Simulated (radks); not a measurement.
Initial-state core-level shifts of the silver ion Ag+ when its valence configuration changes from [Kr] 4d10. Method: Dirac Kohn-Sham, PBE, spin-unpolarised, spherical densities, finite nucleus; open shells fill j = l - 1/2 first; Fermi nuclear charge, rms radius 4.5454 fm; computed with a radial shooting solver on a logarithmic mesh with Libxc functionals. Shifts are changes of the shell-averaged eigenvalues in eV (positive: less bound); the change of the density at the nucleus, which sets a Mossbauer isomer shift, is in e/bohr^3, on a base of 1.457e+05.

valence               1s       2s       3p       4s  density at nucleus
4d9.5 5p0.5       -2.994   -3.097   -3.078   -2.941               +1.42
4d8.5 5s1 5p0.5   -7.853   -8.256   -8.134   -7.558              +31.51
4d9 5s1           -4.646   -4.912   -4.838   -4.488              +27.51
4d8 5s2           -9.753  -10.345  -10.140   -9.273              +62.15
4d8.5 5p1.5       -9.209   -9.578   -9.476   -8.919               +5.28
4d8 5p2          -12.423  -12.953  -12.787  -11.941               +7.71
4d9.5 5s0.5       -2.261   -2.387   -2.356   -2.201              +12.89
4d7 5s2 5p1      -16.584  -17.536  -17.153  -15.582              +75.69
4d6.5 5s2 5p1.5  -20.082  -21.241  -20.742  -18.737              +82.92
